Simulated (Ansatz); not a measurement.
The cluster PtS₂, relaxed as a quintet with UKS r2SCAN-D4/def2-TZVP in Ansatz, starting from the r2SCAN-D4/def2-TZVP geometry of the neutral singlet. Force threshold 0.02 eV/Å.

In the def2 sets Pt takes a core potential; there is no spin–orbit coupling. The relaxation made no stability test and no search for a lower SCF solution. At r2SCAN-D4/def2-TZVP a singlet of charge 0 lies 0.93 eV below the quintet, each at its own geometry. The structure comes from a short search, and lower isomers may exist.

Start:

| atom | x (Å) | y (Å) | z (Å) |
| --- | --- | --- | --- |
| Pt1 | 0.005 | -0.001 | 0.002 |
| S2 | -0.730 | 0.167 | 1.933 |
| S3 | 0.726 | -0.166 | -1.934 |

Q: Estimate the energy that the relaxation releases and the steps that it takes.

A: 124.3 kJ/mol, in 8 steps; 18 s on 4 threads of Arm Neoverse V2 on a shared host. No frequencies were taken in this run, so the end may be a saddle point.

Q: Does the start keep its bonding and symmetry?

A: By distances, no bond broke or formed. The bond that changes most is Pt1–S2, from 2.07 to 2.16 Å (atoms count from 1). Point group D∞h at the start, C2v at the end, both within 0.05 Å.

Q: Predict the relaxed structure.

A: 
| atom | x (Å) | y (Å) | z (Å) |
| --- | --- | --- | --- |
| Pt1 | 0.548 | -0.140 | 0.218 |
| S2 | -0.963 | 0.228 | 1.720 |
| S3 | 0.415 | -0.088 | -1.938 |
Bond lengths: 2 × Pt–S 2.16 Å.
